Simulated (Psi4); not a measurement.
Cl$_{2}$Si, charge +1, doublet, geometry from GFN2-xTB (a state made from the parent by changing its charge; the spin is typed, not shown lowest); MP2.5/6-31G* (Psi4).

Psi4 was given this input:
```
memory 2 GB

molecule mol {
1 2
Si    0.000867    0.003477    0.529362
Cl    1.150751    1.375041   -0.228899
Cl   -1.151465   -1.377904   -0.207046
}

set {
  basis 6-31g*
  reference uhf
}

energy('mp2.5')
print_variables()
```

Output, abridged:

```
    Information: MP2.5 default algorithm changed to DF in August 2020. Use `set mp_type conv` for previous behavior.
    For method 'MP2.5', SCF Algorithm Type (re)set to DISK_DF.

   => Loading Basis Set <=

    Name: 6-31G*
    Role: ORBITAL
    Keyword: BASIS

         ---------------------------------------------------------
                                   SCF
               by Justin Turney, Rob Parrish, Andy Simmonett
                          and Daniel G. A. Smith
                              UHF Reference
         ---------------------------------------------------------

  ==> Geometry <==

    Molecular point group: cs
    Full point group: Cs

    Geometry (in Angstrom), charge = 1, multiplicity = 2:

       Center              X                  Y                   Z               Mass
    ------------   -----------------  -----------------  -----------------  -----------------
         SI          -0.003250379414    -0.533802635604     0.000000000000    27.976926534650
         CL          -1.793059305605     0.224461679392     0.000000000000    34.968852682000
         CL           1.795659780574     0.202608583854     0.000000000000    34.968852682000

  Running in cs symmetry.

  Rotational constants: A =      1.51037  B =      0.07486  C =      0.07132 [cm^-1]
  Rotational constants: A =  45279.69063  B =   2244.24765  C =   2138.26638 [MHz]
  Nuclear repulsion =  172.199077058279300

  Charge       = 1
  Multiplicity = 2
  Electrons    = 47
  Nalpha       = 24
  Nbeta        = 23

  ==> Algorithm <==

  SCF Algorithm Type is DISK_DF.
  DIIS enabled.
  MOM disabled.
  Fractional occupation disabled.
  Guess Type is SAD.
  Energy threshold   = 1.00e-08
  Density threshold  = 1.00e-08
  Integral threshold = 1.00e-12

  ==> Primary Basis <==

  Basis Set: 6-31G*
    Blend: 6-31G*
    Number of shells: 24
    Number of basis functions: 57
    Number of Cartesian functions: 57
    Spherical Harmonics?: false
    Max angular momentum: 2

   => Loading Basis Set <=

    Name: (6-31G* AUX)
    Role: JKFIT
    Keyword: DF_BASIS_SCF

  ==> Integral Setup <==

  ==> DiskDFJK: Density-Fitted J/K Matrices <==

    J tasked:                  Yes
    K tasked:                  Yes
    wK tasked:                  No
    Integrals threads:           1
    Algorithm:                Core
    Integral Cache:           SAVE
    Schwarz Cutoff:          1E-12
    Fitting Condition:       1E-10

   => Auxiliary Basis Set <=

  Basis Set: (6-31G* AUX)
    Blend: CC-PVDZ-JKFIT
    Number of shells: 108
    Number of basis functions: 390
    Number of Cartesian functions: 390
    Spherical Harmonics?: false
    Max angular momentum: 3

  Minimum eigenvalue in the overlap matrix is 9.4065305721E-03.
  Reciprocal condition number of the overlap matrix is 1.8551910759E-03.
    Using symmetric orthogonalization.

  ==> Pre-Iterations <==

  SCF Guess: Superposition of Atomic Densities via on-the-fly atomic UHF (no occupation information).

   -------------------------
    Irrep   Nso     Nmo
   -------------------------
     A'        42      42
     A"        15      15
   -------------------------
    Total      57      57
   -------------------------

  ==> Iterations <==

                           Total Energy        Delta E     RMS |[F,P]|

   @DF-UHF iter SAD: -1207.83307934519689   -1.20783e+03   0.00000e+00
   @DF-UHF iter   1: -1207.55905518012059    2.74024e-01   5.57205e-03 DIIS/ADIIS
   @DF-UHF iter   2: -1207.60228469940898   -4.32295e-02   2.58536e-03 DIIS/ADIIS
   @DF-UHF iter   3: -1207.61130212438684   -9.01742e-03   6.38225e-04 DIIS/ADIIS
   @DF-UHF iter   4: -1207.61239590569403   -1.09378e-03   1.92384e-04 DIIS/ADIIS
   @DF-UHF iter   5: -1207.61254430394752   -1.48398e-04   6.71527e-05 DIIS
   @DF-UHF iter   6: -1207.61256613427940   -2.18303e-05   2.32758e-05 DIIS
   @DF-UHF iter   7: -1207.61256923592327   -3.10164e-06   7.48949e-06 DIIS
[...]
  @DF-UHF Final Energy: -1207.61256958340982
    Total Energy =                      -1207.6125695834098224
  DIE_IF_NOT_CONVERGED          => (empty)
[...]
  REG_PARAM                     => (empty)
  RELATIVISTIC                  => (empty)
  REMP_A                        => (empty)
  RESTRICTED_DOCC               => (empty)
  RESTRICTED_UOCC               => (empty)
  RMS_MOGRAD_CONVERGENCE        => (empty)
  R_CONVERGENCE                 => (empty)
  SCF_TYPE                      => DISK_DF         !
  SCREENING                     => (empty)
  SCS_TYPE                      => (empty)
  SOCC                          => (empty)
  SOS_TYPE                      => (empty)
  TRIPLES_IABC_TYPE             => (empty)
  WFN                           => (empty)
  WFN_TYPE                      => DF-OMP2.5       !
  WRITER_FILE_LABEL             => (empty)
  ZORA_BASIS_TOLERANCE          => (empty)
  ZORA_NR_DEBUG                 => (empty)
  ZORA_PRUNING_SCHEME           => (empty)
  ZORA_RADIAL_POINTS            => (empty)
  ZORA_SPHERICAL_POINTS         => (empty)

	For this residual convergence, default PCG convergence is:     1.00e-07
	For this energy convergence, default residual convergence is:     3.16e-07

 ==============================================================================
 ==============================================================================
 ==============================================================================

                    DF-MP2.5
              Program Written by Ugur Bozkaya
              Latest Revision September 9, 2017

 ==============================================================================
 ==============================================================================
 ==============================================================================

	MO spaces...

	 FC   AOCC   BOCC  AVIR   BVIR   FV
	------------------------------------------
	  0    24    23    33     34     0

	Number of basis functions in the DF-CC basis: 228

	Total memory requirement for DF+CC int:     23.42 MB

	Computing DF-MP2 energy ...
	=======================================================================
	Nuclear Repulsion Energy (a.u.)    :   172.19907705827930
	DF-HF Energy (a.u.)                : -1207.61256958340982
	REF Energy (a.u.)                  : -1207.61256958340982
	Alpha-Alpha Contribution (a.u.)    :    -0.04922659884104
	Alpha-Beta Contribution (a.u.)     :    -0.25055858451266
	Beta-Beta Contribution (a.u.)      :    -0.04523921362947
	Scaled_SS Correlation Energy (a.u.):    -0.03148860415684
	Scaled_OS Correlation Energy (a.u.):    -0.30067030141519
	DF-SCS-MP2 Total Energy (a.u.)     : -1207.94472848898181
	DF-SOS-MP2 Total Energy (a.u.)     : -1207.93829574327629
	DF-SCS(N)-MP2 Total Energy (a.u.)  : -1207.77882941335793
	DF-MP2 Correlation Energy (a.u.)   :    -0.34502439698317
	DF-MP2 Total Energy (a.u.)         : -1207.95759398039309
	=======================================================================

	=======================================================================
	================ MP2.5 FINAL RESULTS ==================================
	=======================================================================
	Nuclear Repulsion Energy (a.u.)    :   172.19907705827930
	SCF Energy (a.u.)                  : -1207.61256958340982
	REF Energy (a.u.)                  : -1207.61256958340982
	Alpha-Alpha Contribution (a.u.)    :    -0.04884952546297
	Alpha-Beta Contribution (a.u.)     :    -0.26363747404623
	Beta-Beta Contribution (a.u.)      :    -0.04469345217690
	DF-MP3 Correlation Energy (a.u.)   :    -0.36933650638912
	DF-MP3 Total Energy (a.u.)         : -1207.98190608979894
	DF-MP2.5 Correlation Energy (a.u.) :    -0.35718045168609
	DF-MP2.5 Total Energy (a.u.)       : -1207.96975003509601
	=======================================================================

  Variable Map:
  ----------------------------------------------------------------------------
[...]
  Array Variable Map:
  ----------------------------------------------------------------------------
[...]
[...]
```
